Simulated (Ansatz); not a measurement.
`C[BH][GaH2]` + `C#C[SiH3]` → `C#C[SiH2][GaH2]` + `BC` at 600 K and 1 bar (formal exchange of groups at a Ga–B bond).

Gas-phase electronic energies from Ansatz, PBE0-D4/def2-TZVP geometries. CCSD(T)/CBS is the MP2 limit (def2-TZVPP, def2-QZVPP) plus CCSD(T) − MP2 in def2-TZVPP, frozen cores. This one scheme is used for every species. For Ga outer-core shells are correlated without core-valence functions, which leaves a few kJ/mol of doubt a bond. Scalar relativity is left out up to krypton.

```json
{"species": "`C[BH][GaH2]`", "CCSD(T)/CBS energy (Eh)": "-1990.35208", "H − E (kJ/mol)": "212.3", "S (J/(mol·K))": "396.5"}
{"species": "`C#C[SiH3]`", "CCSD(T)/CBS energy (Eh)": "-367.52081", "H − E (kJ/mol)": "155.9", "S (J/(mol·K))": "329.9"}
{"species": "`C#C[SiH2][GaH2]`", "CCSD(T)/CBS energy (Eh)": "-2292.05082", "H − E (kJ/mol)": "190.2", "S (J/(mol·K))": "450.1"}
{"species": "`BC`", "CCSD(T)/CBS energy (Eh)": "-65.83255", "H − E (kJ/mol)": "180.5", "S (J/(mol·K))": "296.9"}
```

H − E and S are ideal-gas, rigid-rotor, harmonic terms from PBE0-D4/def2-TZVP, for one conformer and one mirror image of each species. 1 Eh = 2625.50 kJ/mol, R = 8.31446 J/(mol·K).

Question: By hand: ΔE, ΔH, ΔS and ΔG.

Answer: ΔE = (-2292.05082) + (-65.83255) − (-1990.35208) − (-367.52081) = -0.01048 Eh = -27.5 kJ/mol. Δ(H − E) = 190.2 + 180.5 − 212.3 − 155.9 = 2.5, so ΔH = -25.0 kJ/mol. ΔS = 450.1 + 296.9 − 396.5 − 329.9 = 20.6 J/(mol·K). ΔG = -25.0 − 600 × (20.6)/1000 = -37.4 kJ/mol.

Question: By hand: the equilibrium constant, and the temperature at which ΔG would vanish if ΔH and ΔS stayed fixed.

Answer: log₁₀ K = −ΔG/(RT ln 10) = 3.3. ΔH and −TΔS have one sign here, so there is no such temperature.

TΔS isn't small against ΔH here. A doubt of 5 kJ/mol in ΔE shifts log₁₀ K by 0.4 here. Other conformers and mirror images would add mixing entropy, several J/(mol·K) or more a flexible species. Modes under 60 cm⁻¹, often nearly free rotors, make the harmonic entropy too high. These are equilibria of isolated gas molecules and say nothing of rates. Largest T1 diagnostic: 0.014 (customary marks: 0.02 for closed shells, 0.045 for open ones).
